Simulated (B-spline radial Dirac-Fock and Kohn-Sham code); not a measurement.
# Photoionisation of carbon ions at Cu Kα (8047.8 eV)

The computed values come from a B-spline atomic structure program: independent-particle photoionisation in a Dirac-Hartree-Slater potential with a Latter tail, all multipoles, thresholds from Dirac-Fock ΔSCF. Cross sections in kb; a dash marks an empty subshell or a threshold above the photon energy.

```tsv
ion	configuration	total	1s	2s	2p1/2	2p3/2
C	[He] 2s2 2p2	0.08330	0.0791	0.00413	9.10e-06	1.79e-05
C²⁺	[He] 2s2	0.08508	0.0796	0.00549	–	–
C⁵⁺	1s1	0.04286	0.0429	–	–	–
```
